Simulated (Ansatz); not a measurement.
Input and output for H$_{6}$O$_{7}$SiTi (`O[Si](O)(O)[O][Ti]([OH])([OH])[OH]`).

```yaml
crystal:
  periodic: [false, false, false]
  atoms:
    - {symbol: O, position_ang: [3.488138, 0.079216, -1.067698]}
    - {symbol: Si, position_ang: [1.647460, -0.787478, -0.952246]}
    - {symbol: O, position_ang: [1.185048, -1.762930, -2.688355]}
    - {symbol: O, position_ang: [1.715178, -2.012600, 0.665445]}
    - {symbol: O, position_ang: [0.177419, 0.615216, -0.716864]}
    - {symbol: Ti, position_ang: [-1.510659, 0.987245, 0.709411]}
    - {symbol: O, position_ang: [-1.091233, 2.801886, 1.949003]}
    - {symbol: O, position_ang: [-1.521704, -0.893754, 2.000453]}
    - {symbol: O, position_ang: [-3.477017, 1.219244, -0.337696]}
    - {symbol: H, position_ang: [3.783237, 0.547646, -2.129281]}
    - {symbol: H, position_ang: [1.713193, -2.824156, -2.858534]}
    - {symbol: H, position_ang: [0.711853, -2.016951, 1.338662]}
    - {symbol: H, position_ang: [-0.105828, 3.435511, 2.193721]}
    - {symbol: H, position_ang: [-2.468861, -1.564316, 2.299117]}
    - {symbol: H, position_ang: [-4.273598, 2.112720, -0.368387]}
basis:
  gaussian: {orbitals: def2-TZVPP}
hamiltonian: {xc: {name: HF}}
correlation: {method: ccsd_t}
```

```sh
$ ansatz run in.yaml --threads 4 --pin off --events-out ev --progress --plain --max-ram 41984MiB --backend cuda --devices 0, --max-vram 37GiB
```

It prints (some lines left out):

```
Functional definition: HF
2553 factors; integrals over basis functions are off by at most 1.4e-3 eV
mean field evaluation 1: about -45275.9661 eV, gradient 1.1e2 eV
mean field evaluation 2: about -45276.1893 eV, gradient 1.1e2 eV
mean field evaluation 4: about -45295.1341 eV, gradient 5.5e1 eV
mean field evaluation 8: about -45300.2434 eV, gradient 1.7e0 eV
mean field evaluation 16: about -45300.3668 eV, gradient 2.9e-6 eV
mean field -45300.36682569 eV, -1664.7577751527 hartree, gradient 3.0e-6 eV, S^2 0.000000; 0 other end points of the search recorded, 0 dependent functions left out; unrestricted orbitals would lower it
unrestricted determinant -45302.56052326 eV, -1664.8383920513 hartree, S^2 1.0039
17 core orbitals not correlated: weight in the atoms' cores, before any rotation towards them, 1.000 or more for the frozen orbitals, at most 0.000 for the correlated occupied ones
reference -45300.36682569 eV, -1664.7577751527 hartree; 32, 32 occupied and 358, 358 virtual orbitals, 2553 factors
second order -65.20478013 eV of doubles, -0.00000000 eV of singles
cycle   1  -59.11639858 eV  change     6.1e0 eV  update   5.7e-1
cycle   2  -62.71935755 eV  change    -3.6e0 eV  update   7.1e-1
cycle   3  -63.63605849 eV  change   -9.2e-1 eV  update   2.0e-1
cycle   4  -63.97605189 eV  change   -3.4e-1 eV  update   1.1e-1
cycle   5  -63.91221572 eV  change    6.4e-2 eV  update   4.4e-2
cycle   6  -63.83797512 eV  change    7.4e-2 eV  update   1.7e-2
cycle   7  -63.84391841 eV  change   -5.9e-3 eV  update   1.4e-2
cycle   8  -63.85577592 eV  change   -1.2e-2 eV  update   9.8e-3
cycle   9  -63.85228964 eV  change    3.5e-3 eV  update   4.8e-3
cycle  10  -63.84506697 eV  change    7.2e-3 eV  update   3.2e-3
cycle  11  -63.85474481 eV  change   -9.7e-3 eV  update   2.1e-3
cycle  12  -63.85920480 eV  change   -4.5e-3 eV  update   1.7e-3
cycle  13  -63.85466430 eV  change    4.5e-3 eV  update   7.9e-4
cycle  14  -63.85514695 eV  change   -4.8e-4 eV  update   7.3e-4
cycle  15  -63.85540318 eV  change   -2.6e-4 eV  update   3.0e-4
cycle  16  -63.85505194 eV  change    3.5e-4 eV  update   2.3e-4
cycle  17  -63.85453413 eV  change    5.2e-4 eV  update   1.4e-4
cycle  18  -63.85443603 eV  change    9.8e-5 eV  update   1.0e-4
cycle  19  -63.85458027 eV  change   -1.4e-4 eV  update   6.7e-5
cycle  20  -63.85471091 eV  change   -1.3e-4 eV  update   4.3e-5
cycle  21  -63.85462128 eV  change    9.0e-5 eV  update   2.7e-5
cycle  22  -63.85462919 eV  change   -7.9e-6 eV  update   2.0e-5
perturbative correction -4.16332180 eV, -0.1529992542 hartree
Total energy: -45368.38477668 eV, -1667.2573887473 hartree
```

Hardware: 4 threads of an AMD EPYC 7R13 on a shared host and a share of an NVIDIA H100 80 GB. Wall time 2.2 min, peak host memory 2.3 GiB.
